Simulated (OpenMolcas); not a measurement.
**Ne2+: effect of the level shift or regulariser**

```json
{"Program": "OpenMolcas", "Basis": "ANO-R2 [4s4p2d1f]", "Scalar Hamiltonian": "X2C, finite nucleus", "Active space": "6 electrons in 8 orbitals (2s 2p 3s 3p)", "State averaging": "2S+1 = 3 even, 3 roots; 2S+1 = 1 even, 6 roots; 2S+1 = 3 odd, 3 roots; 2S+1 = 1 odd, 3 roots", "Spin-orbit coupling": "state interaction with AMFI integrals over the reference wave functions, term energies averaged over their components"}
```

Methods on the same reference wave functions:
A. CASSCF
B. SS-CASPT2, IPEA 0.25 Eh, imaginary shift 0.1 Eh (closed shells correlated: 1s)
C. SS-CASPT2, IPEA 0.25 Eh, real shift 0.2 Eh (closed shells correlated: 1s)

Energies in cm-1 above 2s2 2p4 3P2, the measured ground level; measured values from Moore, Atomic Energy Levels, vol. I, NSRDS-NBS 35 (1971 reprint of NBS Circular 467, 1949).

```tsv
Level	A	B	C	Measured
2s2 2p4 3P2	0.0	0.0	0.0	0.0
2s2 2p4 3P1	581	582	582	650
2s2 2p4 3P0	855	857	857	927
2s2 2p4 1D2	28106	26481	26483	25841
2s2 2p4 1S0	51713	56140	56134	55747
2s 2p5 3P* 2	212598	205720	205745	
2s 2p5 3P* 1	213165	206287	206312	204879
2s 2p5 3P* 0	213451	206573	206599	205204
```

Deviations, from unrounded energies. A percentage is the sum of absolute deviations over the sum of measured energies, with the sign that they share, or ± where signs differ.

```
                        Against measurement  Levels     A     B     C
             mean absolute deviation (cm-1)       6  3800   660   670
      fine structure of the ground term (%)       2  -8.9  -8.8  -8.8
other terms of the ground configuration (%)       2  ±7.7  +1.3  +1.3
                   other configurations (%)       2  +4.0  +0.7  +0.7
```

B, C lie about equally close to measurement and A furthest from it. The largest miss of B in the table is 2s 2p5 3P* 1, by +1400 cm-1. The ranking rests on the paired levels alone, and a cruder setting can come out closer through cancelling errors.

Between B and C the level of the table that moves most is 2s 2p5 3P* 1, by 26 cm-1 (lowest in B, highest in C).

From A to B the spin-free energies of the other terms of 2s2 2p4 shown, above 3P, scale by factors of 0.94 to 1.09.

The lowest spin-free term lies below A's lowest term by 0.119 hartree in B, 0.119 hartree in C.

Active for correlation alone: 3p 3s; no level in the range computed is led by a configuration that fills them, so any true level of that kind is missing. Measured partners are found by configuration, term and J. A level has none where our copy of the source lacks it or the pairing is in doubt (some pairs that miss far off the trend of their configuration count as doubtful), and it then counts in no deviation. Levels of configurations outside the active space are missing. Levels that lie high or do not pair safely by name in every column are left out.

* marks odd parity.
